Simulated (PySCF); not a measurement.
## Core-level binding energies of `C[Se]c1ccc(Cl)cc1`

Species: C7H7ClSe.
Bonds: C1–Se2, Se2–C3, C3–C4 (aromatic), C4–C5 (aromatic), C5–C6 (aromatic), C6–Cl7, C6–C8 (aromatic), C8–C9 (aromatic), C3–C9 (aromatic). Hydrogens: H10, H11, H12 on C1; H13 on C4; H14 on C5; H15 on C8; H16 on C9.

Theory: delta-SCF UKS SCAN, pcX-2 on the ionised atom, pcseg-1 elsewhere, spin-free X2C in PySCF 2.14.0. Each binding energy is the total energy of the core-ionised species, with the hole localised on one atom, minus that of the ground state; both are solved self-consistently, so orbital relaxation is included.

Problem. Give the core binding energies atom by atom.

Solution. 
```json
{"atom(s)": "Cl7", "environment": "aryl chlorine", "level": "Cl 1s", "binding energy (eV)": "2828.60", "2p1/2 (eV)": "–", "above the level's lowest (eV)": "0.00", "count": "1"}
{"atom(s)": "C6", "environment": "aromatic C–Cl carbon", "level": "C 1s", "binding energy (eV)": "291.42", "2p1/2 (eV)": "–", "above the level's lowest (eV)": "+1.11", "count": "1"}
{"atom(s)": "C1", "environment": "sp3 carbon bound to selenium", "level": "C 1s", "binding energy (eV)": "291.25", "2p1/2 (eV)": "–", "above the level's lowest (eV)": "+0.94", "count": "1"}
{"atom(s)": "C3", "environment": "substituted aromatic carbon", "level": "C 1s", "binding energy (eV)": "290.74", "2p1/2 (eV)": "–", "above the level's lowest (eV)": "+0.43", "count": "1"}
{"atom(s)": "C5/C8", "environment": "aromatic CH carbon", "level": "C 1s", "binding energy (eV)": "290.42", "2p1/2 (eV)": "–", "above the level's lowest (eV)": "+0.11", "count": "2"}
{"atom(s)": "C4/C9", "environment": "aromatic CH carbon", "level": "C 1s", "binding energy (eV)": "290.31", "2p1/2 (eV)": "–", "above the level's lowest (eV)": "0.00", "count": "2"}
{"atom(s)": "Cl7", "environment": "aryl chlorine", "level": "Cl 2p3/2", "binding energy (eV)": "205.97", "2p1/2 (eV)": "207.63", "above the level's lowest (eV)": "0.00", "count": "1"}
```

Lowest listed C 1s: C4/C9, bonded to 2 C (aromatic in the SMILES) and H. Highest, 1.11 eV above it: C6, bonded to Cl and 2 C (aromatic in the SMILES). The widest gap between neighbouring values is 0.51 eV, between 290.74 and 291.25 eV.

Problem. What is the longest wavelength that can ionise C 1s of C1 vertically?

Solution. λ = hc/E = 12398.42 eV Å / 291.25 eV = 42.570 Å.

Problem. Which photon energy gives electrons from C 1s of C1 a kinetic energy of 150 eV, and what is their de Broglie wavelength?

Solution. hν = 291.25 + 150 = 441.25 eV, recoil neglected; λ = 12.264 Å/√(E/eV) = 1.00 Å.

Topologically equivalent atoms share the value of their first member; where this conformer doesn't relate them by symmetry, their own values could differ. Spin contamination (⟨S²⟩ against 0.75 for a pure doublet) is marked for C 1s of C3 (0.87), which makes this value less certain. Spin–orbit coupling isn't in the SCF: each 2p doublet comes from a relaxed spin-free hole plus a matrix of the shell (mean-field spin–orbit coupling and the ground-state 2p splitting), with 2p3/2 averaged over its two sublevels. 2p1/2 minus 2p3/2 (ligand field included): Cl 1.65 eV. No level of selenium is listed. The structure is a single PBE0-D3(BJ)/def2-SVP conformer in the gas phase; no vibrational or solvent corrections.

The values belong to the conformer `[CH3:1][Se:2][c:3]1[cH:4][cH:5][c:6]([Cl:7])[cH:8][cH:9]1`: C1–Se2–C3–C4 0°.
